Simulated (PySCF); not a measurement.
**Electric field gradients and quadrupole coupling constants**

C8H7OP.
Numbering: `[CH2:1]=[CH:2][CH:3]=[C:4]=[P:5][c:6]1[cH:7][cH:8][cH:9][o:10]1` (hydrogens: H11, H12 on C1; H13 on C2; H14 on C3; H15 on C7; H16 on C8; H17 on C9)

Cartesian coordinates in Å at the GFN2-xTB level; atoms count from 1:
```xyz
17
C8H7OP angstrom
C      3.8478   -1.2223    0.1116
C      2.7847   -0.6230   -0.4142
C      2.0876    0.4682    0.2363
C      1.0191    1.0439   -0.2511
P     -0.2021    1.8591   -0.9792
C     -1.6148    0.9129   -0.3562
C     -2.9552    1.0986   -0.5873
C     -3.6202    0.0846    0.1350
C     -2.6427   -0.6394    0.7484
O     -1.4306   -0.1485    0.4589
H      4.2514   -0.9258    1.0662
H      4.3514   -2.0292   -0.3917
H      2.3900   -0.9334   -1.3724
H      2.4820    0.7826    1.1983
H     -3.3957    1.8620   -1.1958
H     -4.6763   -0.0828    0.1902
H     -2.6833   -1.4954    1.3931
```

Field gradients from the PBE0/pcSseg-1 density (PySCF, non-relativistic), principal values in atomic units, ordered |Vxx| ≤ |Vyy| ≤ |Vzz|:

| atom | Vxx | Vyy | Vzz |
| --- | --- | --- | --- |
| O10 | -0.7235 | -0.7292 | 1.4527 |

Q: Find the asymmetry η = (Vxx − Vyy)/Vzz and the couplings χ = eQV/h (234.96 MHz × Q in barn × V in au), with Q(17O) = −0.0256 b.

A: 
```json
{"atom": "O10", "environment": "furan-type oxygen", "nucleus": "17O", "η": "0.00", "χzz (MHz)": "-8.74", "χxx (MHz)": "4.35", "χyy (MHz)": "4.39"}
```

The gradient is axial or nearly so (η below 0.05) at O10. The tensor is traceless: Vxx + Vyy + Vzz = 0.

Q: What is Vzz at O10 in SI units (1 au = 9.71736 × 10²¹ V/m²)?

A: 1.4527 au = 14.116 × 10²¹ V/m².

Were the hydrogens deuterons (Q(2H) = 0.00286 b), χzz would run from 214 kHz (H14) to 235 kHz (H16).

Geometry: GFN2-xTB, one conformer, isolated molecule. GFN2-xTB bond lengths can be off by several hundredths of an ångström, more for odd bonds, and the gradients follow them. The small basis limits the accuracy of the gradients.
